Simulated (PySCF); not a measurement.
Species: B2F3H2N.
InChI=1S/B2F3H2N/c3-1(4)2(5)6/h6H2

Torsions of this conformer, `[NH2:1][B:2]([F:3])[B:4]([F:5])[F:6]`: N1–B2–B4–F5 168°, H–N1–B2–F3 180°, H–N1–B2–F3 0°.

The closed-shell ground state was solved at several levels (PySCF, density fitting, gas phase, non-relativistic). Geometry: GFN2-xTB; no solvent, vibrations or thermal averaging.

| level | basis functions | total energy (Eh) | HOMO (eV) | LUMO (eV) | gap (eV) | dipole (D) |
| --- | --- | --- | --- | --- | --- | --- |
| B3LYP/pcJ-1 | 182 | -405.4268 | -8.64 | -1.58 | 7.06 | 3.09 |
| PBE0/pcSseg-1 | 112 | -404.9591 | -8.94 | -1.37 | 7.57 | 3.06 |

**Question.** Estimate the row for CAM-B3LYP/def2-SVPD, a basis of 145 functions; the other rows only guide the guess.

**Answer.** Total energy -405.0083 Eh, HOMO -10.52 eV, LUMO -0.44 eV, gap 10.08 eV, dipole 3.01 D.

**Question.** Over all these levels, which gives the widest orbital gap and which the narrowest?

**Answer.** CAM-B3LYP/def2-SVPD (range-separated hybrid) has the widest, 10.08 eV, and B3LYP/pcJ-1 (global hybrid, 20 % exact exchange) the narrowest, 7.06 eV. Functional and basis both differ between the two, so the spread mixes both effects.

**Question.** How far do the dipole and the HOMO energy spread over the levels?

**Answer.** The dipole runs from 3.01 to 3.09 D (mean 3.05 D) and the HOMO from -10.52 to -8.64 eV.
